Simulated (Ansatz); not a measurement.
Gas-phase electronic energies from Ansatz, PBE0-D4/def2-TZVP geometries. CCSD(T)/CBS is the MP2 limit (def2-TZVPP, def2-QZVPP) plus CCSD(T) − MP2 in def2-TZVPP, frozen cores. DFT in def2-TZVPP. For Br, Ge outer-core shells are correlated without core-valence functions, which leaves a few kJ/mol of doubt a bond. Scalar relativity is left out up to krypton. One conformer a species, not always the lowest.

Reaction (redistribution): `[NH2][Al]([F])[Br]` + `[BH2][GeH2][PH2]` → `[NH2][Al]([F])[PH2]` + `[BH2][GeH2][Br]`

| level | ΔE (kJ/mol) | difference from CCSD(T)/CBS |
| --- | --- | --- |
| LDA (SPW92) | 52.2 | -4.9 |
| revPBE-D4 | 52.3 | -4.8 |
| B97M-V | 52.6 | -4.5 |
| BHLYP-D4 | 54.4 | -2.7 |
| B2PLYP | 54.1 | -3.0 |
| PBE-QIDH | 55.3 | -1.8 |
| PBE | 49.3 | -7.8 |
| r2SCAN | 55.9 | -1.2 |
| PBE0 | 51.2 | -5.9 |
| r2SCANh | 56.1 | -1.0 |
| r2SCAN0 | 56.3 | -0.8 |
| CCSD/def2-SVP | 61.9 | 4.8 |
| MP2/def2-TZVPP | 59.3 | 2.2 |
| CCSD(T)/def2-TZVPP | 56.2 | -0.9 |
| MP2/def2-QZVPP | 59.7 | 2.6 |
| CCSD/CBS(def2) | 56.8 | -0.3 |
| CCSD(T)/CBS | 57.1 | 0 |

Largest T1 diagnostic among the species: 0.013.

From BLYP to BHLYP (50 % exact exchange), in def2-TZVPP and without D4, ΔE moves by +3.2 kJ/mol. At CCSD(T), def2-SVP lies +5.5 kJ/mol from the extrapolated value and def2-TZVPP −0.9 kJ/mol. Leaving LDA and LC-ωPBE aside and taking each functional with its dispersion term where it has one, the values, not all of them listed here, spread over 6.0 kJ/mol, from PBE-D4 to r2SCAN0-D4.
